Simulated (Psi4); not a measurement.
H$_{4}$O$_{4}$Ti (SMILES [OH][Ti]([OH])([OH])[OH]), singlet (typed; the unrestricted solution is spin-contaminated), geometry from GFN2-xTB (such geometries of metal compounds can be far from the true shape), with bond 9-8 at 1.5 times its length.

Here is a job for Psi4.
```
memory 2 GB

molecule {
0 1
Ti    0.00000000    0.00000000   -0.00000000
O     1.24544225   -0.58253470   -1.05566096
H     2.18594291   -0.38412089   -1.04907072
O     0.70126705    0.27495552    1.56125498
H     0.42784937    0.88996160    2.24752262
O    -0.68322854    1.49335881   -0.55495166
H    -1.41360157    1.63536595   -1.16350913
O    -1.26348075   -1.18577963    0.04935764
H    -1.16854569   -2.61892016   -0.07709297
}

set {
  basis sto-3g
  reference uhf
  stability_analysis follow
  scf_type pk
}

energy('scf')
print_variables()
```

Q: Predict the <S^2> from HF/STO-3G run with Psi4.

A: 0.361

Q: What dipole moment does HF/STO-3G give?

A: 0.56 D

Q: Give the nuclear repulsion energy at the level HF/STO-3G.

A: 336.5345 Eh
